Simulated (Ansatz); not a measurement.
Species: CdTe (charge 0, singlet). 
Coordinates optimised at B3LYP-D3(BJ)/def2-TZVP (Ansatz, a first-principles code):
SMILES: [Cd]=[Te]
```xyz
2

Cd     0.0000     0.0000    -1.3440
Te     0.0000     0.0000     1.2406
```
Charge 0, spin multiplicity 1.

Basis-set convergence of Hartree-Fock and MP2 correlation energies (hartree) with Ansatz. Correlated levels leave the core frozen unless marked. No spin-orbit coupling. The frozen core is the preceding noble-gas configuration, with the filled d and f shells of earlier blocks. In def2 rows, elements after Kr have scalar-relativistic effective core potentials.

The Hartree-Fock reference is unstable (checked in the largest basis), which strains HF and MP2. 

```
basis        functions       E(HF)  E(corr, MP2)
-----------  ---------  ----------  ------------
def2-SVPD           69  -433.82309      -0.37984
def2-TZVPPD        115  -433.86909      -0.56715
def2-QZVPPD        179  -433.87259      -0.62203
```

Extrapolating the two largest sets (X = 3 and 4) as X^-3: E(corr) = (64·(-0.62203) - 27·(-0.56715))/37 = -0.6621 Eh, an estimate of the basis-set limit. The largest set recovers 94.0 % of it, the smallest 57.4 %.
